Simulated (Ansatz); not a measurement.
Ligand exchange: C3H7ClSn + SiH2(NH2)(SiH3) → C3H9NSn + SiH2(SiH3)Cl

Gas-phase species: C3H7ClSn `C[CH](C)[Sn][Cl]`, singlet; SiH2(NH2)(SiH3), singlet; C3H9NSn `C[CH](C)[Sn][NH2]`, singlet; SiH2(SiH3)Cl, singlet. The partners trade Cl for NH2: Sn–Cl and Si–NH2 bonds give way to Sn–NH2 and Si–Cl.

Shapes, held fixed at every level: PBE0-D4/def2-TZVP. Flexible molecules stand in one conformer, not always the lowest. Programs: Ansatz 0.2.0. Electronic energies: no zero-point or thermal term.

```tsv
level	kind	ΔE (kJ/mol)	less CCSD(T)/def2-TZVPP
HF/def2-SVP	Hartree–Fock	+65.3	+26.4
r2SCAN-D4/def2-TZVPP	meta-GGA	+41.8	+2.9
r2SCAN0-D4/def2-TZVPP	global hybrid	+46.4	+7.5
B2PLYP/def2-TZVPP	double hybrid	+43.2	+4.3
CCSD/def2-SVP	coupled cluster or CI	+44.3	+5.4
CCSD/def2-TZVPP	coupled cluster or CI	+42.3	+3.4
CCSD(T)/def2-TZVPP	coupled cluster or CI	+38.9	0.0
```

The highest level, CCSD(T)/def2-TZVPP, gives ΔE = +38.9 kJ/mol; the levels span +38.9 to +65.3. The column of differences is taken from that level and isn't an error. No measured value is set beside it here. For atoms past krypton def2 sets carry core potentials with scalar relativity. Outer-core shells of Sn are correlated, in sets that cover them unevenly. CCSD(T)/def2-TZVPP lies outside the range of the other correlated levels here, so it shouldn't be taken on trust.
